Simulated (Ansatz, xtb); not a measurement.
**Relative energy of two isomers of C3H6F2O2S**

Structure I is `CS(=O)(=O)CC(F)F`, a singlet and structure II is `COC(F)(F)[S@](C)=O`, a singlet. Both are isolated molecules in the gas phase, relaxed with B3LYP-D3(BJ)/def2-SVP, each in the lowest conformer that the search found.

Quicker runs give these differences E(II) − E(I): GFN2-xTB −0.026 eV; HF/STO-3G −6.046 eV (at GFN2-xTB geometries); r2SCAN-D4/def2-SVP +0.003 eV (at GFN2-xTB geometries).

**Question.** Estimate which is lower in electronic energy at CCSD(T)/def2-SVP + ΔMP2/def2-TZVPP, and by roughly how much.

**Answer.** Not settled: CCSD(T)/def2-SVP + ΔMP2/def2-TZVPP gives E(II) − E(I) = +0.777 eV, but this leans on the basis-set step: CCSD(T) alone gives −0.058 eV.

The same difference at several levels:

```json
{"level": "GFN2-xTB", "geometry": "GFN2-xTB", "E(II) − E(I) (eV)": "−0.026", "departure from the last row (eV)": "−0.803", "job, with rough time for the two": "optimisation, 0.16 s"}
{"level": "HF/STO-3G", "geometry": "GFN2-xTB", "E(II) − E(I) (eV)": "−6.046", "departure from the last row (eV)": "−6.823", "job, with rough time for the two": "single point, 0.34 s"}
{"level": "r2SCAN-D4/def2-SVP", "geometry": "GFN2-xTB", "E(II) − E(I) (eV)": "+0.003", "departure from the last row (eV)": "−0.774", "job, with rough time for the two": "single point, 3.3 s"}
{"level": "B3LYP-D3(BJ)/def2-SVP", "geometry": "B3LYP-D3(BJ)/def2-SVP", "E(II) − E(I) (eV)": "−0.069", "departure from the last row (eV)": "−0.846", "job, with rough time for the two": "optimisation, 41 s"}
{"level": "HF/def2-SVP", "geometry": "B3LYP-D3(BJ)/def2-SVP", "E(II) − E(I) (eV)": "−0.096", "departure from the last row (eV)": "−0.872", "job, with rough time for the two": "part of the CCSD(T) run"}
{"level": "MP2/def2-SVP", "geometry": "B3LYP-D3(BJ)/def2-SVP", "E(II) − E(I) (eV)": "+0.146", "departure from the last row (eV)": "−0.631", "job, with rough time for the two": "part of the CCSD(T) run"}
{"level": "CCSD(T)/def2-SVP", "geometry": "B3LYP-D3(BJ)/def2-SVP", "E(II) − E(I) (eV)": "−0.058", "departure from the last row (eV)": "−0.835", "job, with rough time for the two": "single point"}
{"level": "CCSD(T)/def2-SVP + ΔMP2/def2-TZVPP", "geometry": "B3LYP-D3(BJ)/def2-SVP", "E(II) − E(I) (eV)": "+0.777", "departure from the last row (eV)": "", "job, with rough time for the two": "single point, 87 s"}
```

As drawn, II has 2 C–O in place of 1 O=S, 1 C–C.

GFN2-xTB, HF/STO-3G, B3LYP-D3(BJ)/def2-SVP, HF/def2-SVP, CCSD(T)/def2-SVP put the two in the other order. r2SCAN-D4/def2-SVP finds them nearly level. The largest departure from CCSD(T)/def2-SVP + ΔMP2/def2-TZVPP is that of HF/STO-3G, 6.823 eV. The last row adds to CCSD(T) the change of the MP2 difference between the two basis sets, here +0.835 eV, a large step that makes the value less sure.

With thermal terms from frequencies at re-optimised GFN2-xTB minima (ideal gas, soft modes damped towards free rotors, one conformer each, 298.15 K, 1 atm): the zero-point term adds −0.037 eV; ΔH is +0.761 and ΔG +0.719 eV.

The correlated steps freeze 12 core orbitals. Mirror images aren't counted in ΔG. Codes used: Ansatz 0.2.0, xtb 6.7.1; the last row on 4 threads of Arm Neoverse V2 on a shared host.
